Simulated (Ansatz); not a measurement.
`C[B](Cl)[InH2]` and `CBCl` differ in one atom or group.

Ansatz, PBE0-D4/def2-TZVP geometries, multiplicity 1. 

Elements past krypton have def2 core potentials.

```csv
property,`C[B](Cl)[InH2]`
LUMO energy (ωB97M-V/def2-TZVPP) / eV,-0.28
LUMO energy (B3LYP/def2-TZVPP) / eV,-2.02
LUMO energy (PBE/def2-TZVPP) / eV,-2.48
size of the dipole moment (B3LYP/def2-TZVPP) / D,1.58
HOMO energy (PBE0/def2-TZVPP) / eV,-6.95
LUMO energy (PBE0/def2-TZVPP) / eV,-1.75
```

Q: What does the change do to each property? (Best estimate.)

A: Computed: 
```
                                        property  `CBCl`  shift
           LUMO energy (ωB97M-V/def2-TZVPP) / eV    0.85   1.13
             LUMO energy (B3LYP/def2-TZVPP) / eV   -1.40   0.62
               LUMO energy (PBE/def2-TZVPP) / eV   -2.19   0.29
size of the dipole moment (B3LYP/def2-TZVPP) / D    1.31  -0.27
              HOMO energy (PBE0/def2-TZVPP) / eV   -8.43  -1.48
              LUMO energy (PBE0/def2-TZVPP) / eV   -1.18   0.57
```

With PBE0 the HOMO falls by 1.48 eV and the LUMO rises by 0.57 eV, so the gap widens by about 2.05 eV. PBE moves the HOMO by -1.20 eV and ωB97M-V by -1.69 eV. The zero-point energy changes by -7.9 kJ/mol with -6 modes. Dipoles are sizes alone; their direction can turn.

B3LYP here is the variant with VWN-RPA as its local correlation; programs differ in this.
